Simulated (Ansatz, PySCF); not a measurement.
Ways to break one bond of CB(C)N [[amino(methyl)boranyl]methane]:

A. CB(C)N → CB(C)[NH] + H atom
B. CB(C)N [[amino(methyl)boranyl]methane] → [CH2]B(C)N + H atom
C. CB(C)N [[amino(methyl)boranyl]methane] -> C[B]C + [NH2] (NH2)

Quantity: bond dissociation energy (enthalpy at 298 K, with B3LYP-D3(BJ) rigid-rotor harmonic-oscillator terms), kJ/mol. Geometries: B3LYP-D3(BJ)/def2-TZVP minima from Ansatz (a first-principles code), one conformer each, not searched for the lowest. Frequencies are from Ansatz or PySCF. Cores are frozen in the correlated levels unless marked. Open shells are spin-unrestricted. Spin-orbit coupling is left out. No relativistic terms. CBS marks a two-point X^-3 extrapolation of the correlation energy; Hartree-Fock from the larger set. The bracket is a focal-point correction in the basis named.

Task: Rank them by bond dissociation energy at RI-MP2/CBS(cc-pVTZ,cc-pVQZ)+[CCSD(T)-MP2]/cc-pVTZ (Ansatz), lowest first.

Result: B (410.6 kJ/mol), A (486.9 kJ/mol), C (574.3 kJ/mol)
